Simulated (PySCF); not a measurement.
C₄H₅Br, SMILES C(C)=C=CBr. Atoms are numbered in the order given.

```xyz
10

C     -3.3974     0.0934    -0.3205
C     -2.2583    -0.8732    -0.2228
C     -1.0121    -0.6125    -0.5357
C      0.2267    -0.3474    -0.8456
Br     1.4741     0.3373     0.4076
H     -3.0667     1.0729    -0.6907
H     -4.1772    -0.2933    -0.9966
H     -3.8689     0.2327     0.6659
H     -2.4883    -1.8845     0.1417
H      0.6532    -0.4958    -1.8407
```

Geometry optimised at PBE0-D3(BJ)/def2-SVP.

Calculation: SMD-ωB97X/6-31G* (PySCF).

Solvation free energies are E(SMD) − E(gas) at the gas-phase geometry, for 1 M in both phases. Bromine has the revised SMD18 radius of 2.60 Å. In vacuum the dipole moment is 2.27 D.

```json
[
 {"solvent": "water", "ΔG(solv) (kcal/mol)": "-1.1", "its non-electrostatic (CDS) part": "2.6", "dipole (D)": "3.07"},
 {"solvent": "dichloromethane", "ΔG(solv) (kcal/mol)": "-6.1", "its non-electrostatic (CDS) part": "-3.0", "dipole (D)": "2.96"},
 {"solvent": "2-propanol", "ΔG(solv) (kcal/mol)": "-5.1", "its non-electrostatic (CDS) part": "-1.6", "dipole (D)": "3.02"}
]
```
